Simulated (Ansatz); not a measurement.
A series at Si: from `Cl[Si](Br)(Br)Br`, ligands are replaced one by one, each step taking up HCl and setting free HBr; n counts the steps. Ansatz, PBE0-D4/def2-TZVP geometries.

CBS adds triple-zeta CCSD(T) − MP2 to the MP2 limit, frozen cores; atoms without spin–orbit coupling. Outer-core shells of Br are correlated without core-valence functions. Scalar relativity is left out up to krypton. Spin–orbit coupling is left out.

```json
{"n": "0", "molecule": "`Cl[Si](Br)(Br)Br`", "atomization energy, CCSD(T)/CBS (kJ/mol)": "?"}
{"n": "1", "molecule": "`Cl[Si](Cl)(Br)Br`", "atomization energy, CCSD(T)/CBS (kJ/mol)": "1511.3"}
{"n": "2", "molecule": "`Cl[Si](Cl)(Cl)Br`", "atomization energy, CCSD(T)/CBS (kJ/mol)": "1565.4"}
{"n": "3", "molecule": "`Cl[Si](Cl)(Cl)Cl`", "atomization energy, CCSD(T)/CBS (kJ/mol)": "1619.8"}
```

By hand: fit a straight line y = ȳ + b (n − n̄) to the 3 given rows and predict n = 0.

n̄ = 2.000, ȳ = 1565.50; Σ(n − n̄)(y − ȳ) = 108.50, Σ(n − n̄)² = 2.000, so b = 54.25 kJ/mol a step. Prediction: 1565.50 + (54.25) × (-2.000) = 1457.0 kJ/mol.

By hand: compare with the computed value, 1457.6 kJ/mol, and give the steps along the whole series.

The line misses by 0.6 kJ/mol (computed minus predicted). Steps: 53.7, 54.1, 54.4 kJ/mol.

The steps differ by at most 0.7 kJ/mol, 1.3 % of a mean step, so the ligands' effects nearly add and a line is close. The miss is 0.4 % of the series' range. The energies themselves are unsure by some kJ/mol a bond, though much of that is common to the series.
